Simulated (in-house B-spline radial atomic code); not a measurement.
Settings and results of a run for Tl²⁺. Method: Dirac-Hartree-Fock, average of configuration, Fermi nucleus of rms radius 5.4759 fm, inside a hard spherical wall at 9.4 bohr. Calculated with a radial B-spline atomic code at the basis-set limit.

Command:
```bash
python run_scf.py task.json out
```
Settings (nuclear radius in fm, mass in u):
```
Z                81
configuration    [Kr] 4d10 4f14 5s2 5p5 5d10 6s1 6f1
hamiltonian      dirac
method           hf
spin_polarised   False
nucleus          fermi
rms_radius       5.4759
atomic_mass      204.97443
speed_of_light   137.035999084
wall_radius      9.4
```

Output (hartree, bohr):
```
 radial grid: 65 intervals, B-splines of order 8, outer radius 9.4 bohr

 iter        energy (Eh)    residual
    1      -20269.038438    9.92e-01
    2      -20269.910027    1.04e-01
    3      -20270.033299    1.82e-02
    4      -20270.036037    8.24e-03
    5      -20270.036700    1.29e-03
    6      -20270.036730    2.99e-04
    7      -20270.036732    6.07e-05
    8      -20270.036732    2.93e-05
    9      -20270.036732    1.58e-06
   10      -20270.036732    2.63e-07

 total energy                    -20270.03673
 kinetic                           23459.2903
 electron-nucleus                 -51122.8590
 electron-electron                  7393.5320

 first-order corrections (not in the total)
   Gaunt                            26.4937
   retardation                      -2.8089
   frequency dependence             -0.5287
   self-energy                      19.9622
   Uehling                          -4.1723
   Wichmann-Kroll                    0.1888

 orbital      occ     eigenvalue          <r>       <r^2>       <1/r>       <r^4>       r_max    small
 1s1/2      2.000     -3165.3555    0.0163195 0.000368935     99.3526 3.76219e-07     0.01003  9.52e-02
 2s1/2      2.000      -569.9898    0.0680365  0.00554456     24.5331 5.41666e-05     0.05832  2.19e-02
 2p1/2      2.000      -546.0993    0.0559638  0.00392178      24.444 3.22146e-05     0.04285  2.20e-02
 2p3/2      4.000      -470.0639    0.0647185  0.00510175     19.6776 5.11588e-05     0.05042  1.94e-02
 3s1/2      2.000      -139.4945     0.176699   0.0358668      9.0128   0.0019511       0.164  7.38e-03
 3p1/2      2.000      -128.7827     0.167371   0.0327231     8.91028  0.00170384      0.1531  7.31e-03
 3p3/2      4.000      -111.6584     0.183283   0.0390332     7.67119  0.00239544      0.1683  6.57e-03
 3d3/2      4.000       -94.2186      0.15963   0.0299236      7.5514  0.00158726       0.131  6.43e-03
 3d5/2      6.000       -90.5948     0.164475   0.0316395     7.27269  0.00175668      0.1352  6.23e-03
 4s1/2      2.000       -33.4148     0.391398    0.172941     3.80323    0.043091      0.3694  2.50e-03
 4p1/2      2.000       -28.7646     0.393727    0.176432     3.68902   0.0460473      0.3677  2.40e-03
 4p3/2      4.000       -24.5476     0.426396    0.206673     3.27944   0.0631321       0.398  2.14e-03
 4d3/2      4.000       -16.9701     0.432059    0.215578     3.08077   0.0732055      0.3902  1.94e-03
 4d5/2      6.000       -16.1735     0.442907    0.226309     2.98364   0.0805518      0.3998  1.87e-03
 4f5/2      6.000        -6.3141     0.461343    0.254707      2.6316    0.126756       0.357  1.50e-03
 4f7/2      8.000        -6.1385     0.467551    0.261532     2.59441    0.133636      0.3616  1.47e-03
 5s1/2      2.000        -6.6206     0.884767    0.876907     1.54472     1.11071      0.8127  6.31e-04
 5p1/2      1.667        -5.0399      0.94611     1.00885     1.42925      1.5118      0.8542  5.56e-04
 5p3/2      3.333        -4.2639      1.02995     1.19546     1.28567     2.12771      0.9265  4.79e-04
 5d3/2      4.000        -1.8672      1.27654     1.87516     1.02006      5.7733       1.075  3.13e-04
 5d5/2      6.000        -1.7713      1.31954     2.00422     0.98268     6.60877       1.107  2.93e-04
 6s1/2      1.000        -1.2446      2.20293     5.43209    0.583331     43.0716       1.971  1.13e-04
 6f5/2      0.429        -0.0693      5.10307     31.3818    0.269229     1516.89       7.025  2.83e-05
 6f7/2      0.571        -0.0703       5.1065     31.4122    0.269019     1518.06        7.02  2.84e-05
```

Cost of the run: 1.5 s on 1 thread of Arm Neoverse V2, on a shared host.

For the Dirac Hamiltonian the kinetic term is c α·p + (β - 1)c².
